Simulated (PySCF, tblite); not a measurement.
Isomers of C5H8O2SSi. Computed values, GFN2-xTB/tblite, gas phase, harmonic and unscaled. This tight-binding method is rough: wavenumbers can miss measured ones by several per cent, in bad cases by 10 to 20. Modes of hydrogen on silicon can be 10 to 20 % off. One conformer each.

Electronic energies: PBE0/pcSseg-1 single points on the GFN2-xTB geometries (PySCF, gas phase).

| SMILES | electronic energy, lowest = 0 (kcal/mol) |
| --- | --- |
| C#CC(=O)O[Si@H](C)SC | 16.6 |
| CS[Si@H](O)C#CC(C)=O | 15.4 |
| O=CO/C=C1/CC[SiH2]S1 | 10.6 |
| O=C/C=C/[Si@H]1OCCS1 | 0.0 |

Problem. How do GFN2-xTB zero-point energies change the relative energies?

Solution. 
```tsv
SMILES	ZPE (kcal/mol)	of it from modes above 1550 cm⁻¹	electronic (kcal/mol)	with ZPE, lowest = 0 (kcal/mol)	lowest mode (cm⁻¹)	rings
O=C/C=C/[Si@H]1OCCS1	75.4	37.9	0.0	0.0	31	1
O=CO/C=C1/CC[SiH2]S1	74.3	37.0	10.6	9.5	35	1
CS[Si@H](O)C#CC(C)=O	72.7	40.4	15.4	12.7	17	0
C#CC(=O)O[Si@H](C)SC	72.8	39.9	16.6	14.0	44	0
```

The zero-point energies span 2.7 kcal/mol, from `CS[Si@H](O)C#CC(C)=O` to `O=C/C=C/[Si@H]1OCCS1`. The order is unchanged.

Problem. And how do the electronic energies of GFN2-xTB itself compare?

Solution. `O=C/C=C/[Si@H]1OCCS1` 0.0; `O=CO/C=C1/CC[SiH2]S1` 3.7; `CS[Si@H](O)C#CC(C)=O` 15.5; `C#CC(=O)O[Si@H](C)SC` 10.6 kcal/mol, lowest = 0. Against the energies above, taken from the same isomer `O=C/C=C/[Si@H]1OCCS1`, the largest difference is 6.9 kcal/mol.

Problem. What do entropy and thermal enthalpy add at 298.15 K and 1 bar (rigid rotor, harmonic oscillator, one conformer each)?

Solution. 
```tsv
SMILES	point group	symmetry number	S (cal/(mol K))	H − H(0) (kcal/mol)	ZPE + H − H(0) − TS (kcal/mol)
O=C/C=C/[Si@H]1OCCS1	C1	1	104.6	7.27	51.5
O=CO/C=C1/CC[SiH2]S1	C1	1	101.2	6.99	51.1
C#CC(=O)O[Si@H](C)SC	C1	1	114.7	8.64	47.3
```

Not tabulated: `CS[Si@H](O)C#CC(C)=O` (lowest mode only 17 cm⁻¹).
